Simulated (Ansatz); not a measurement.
CH2OS, SMILES `OC=S` (H–O–C–S torsion 0°) (charge 0, multiplicity 1).

All values below come from frozen-core CCSD(T)/cc-pVDZ // PBE0-D3(BJ)/def2-TZVP run with Ansatz (an electronic-structure program).

Ansatz 0.2 input:
```yaml
crystal:
  periodic: [false, false, false]
  atoms:
    - { symbol: O, position_ang: [0.981018, 0.174727, 0.256503] }
    - { symbol: C, position_ang: [-0.332201, 0.202009, 0.102093] }
    - { symbol: S, position_ang: [-1.213379, -0.835042, -0.764996] }
    - { symbol: H, position_ang: [1.31948, -0.583244, -0.246972] }
    - { symbol: H, position_ang: [-0.75492, 1.04155, 0.653371] }
basis:
  gaussian: { orbitals: cc-pVDZ }
correlation:
  method: ccsd_t
```

Output:

```
Functional definition: HF
540 factors; integrals over basis functions are off by at most 9.0e-4 eV
mean field evaluation 1: about -13914.8577 eV, gradient 2.5e1 eV
mean field evaluation 2: about -13914.8619 eV, gradient 2.5e1 eV
mean field evaluation 4: about -13916.3955 eV, gradient 2.8e0 eV
mean field evaluation 8: about -13916.4268 eV, gradient 3.5e-4 eV
mean field evaluation 16: about -13916.4248 eV, gradient 5.2e-1 eV
mean field -13916.42678618 eV, -511.4192514993 hartree, gradient 8.3e-6 eV, S^2 0.000000; 0 other end points of the search recorded, 0 dependent functions left out
7 core orbitals not correlated
reference -13916.42678618 eV, -511.4192514993 hartree; 9, 9 occupied and 40, 40 virtual orbitals, 540 factors
second order -12.23282657 eV of doubles, -0.00000000 eV of singles
cycle   1  -12.38354479 eV  change   -1.5e-1 eV  update   9.9e-2
cycle   2  -12.74067707 eV  change   -3.6e-1 eV  update   3.1e-2
cycle   3  -12.84318092 eV  change   -1.0e-1 eV  update   1.8e-2
cycle   4  -12.83406010 eV  change    9.1e-3 eV  update   5.1e-3
cycle   5  -12.83221504 eV  change    1.8e-3 eV  update   1.7e-3
cycle   6  -12.83227998 eV  change   -6.5e-5 eV  update   6.7e-4
cycle   7  -12.83195782 eV  change    3.2e-4 eV  update   2.3e-4
cycle   8  -12.83196485 eV  change   -7.0e-6 eV  update   1.1e-4
cycle   9  -12.83201305 eV  change   -4.8e-5 eV  update   4.4e-5
cycle  10  -12.83200659 eV  change    6.5e-6 eV  update   1.4e-5
perturbative correction -0.44646829 eV, -0.0164074072 hartree
Total energy: -13929.70526107 eV, -511.9072264508 hartree
```
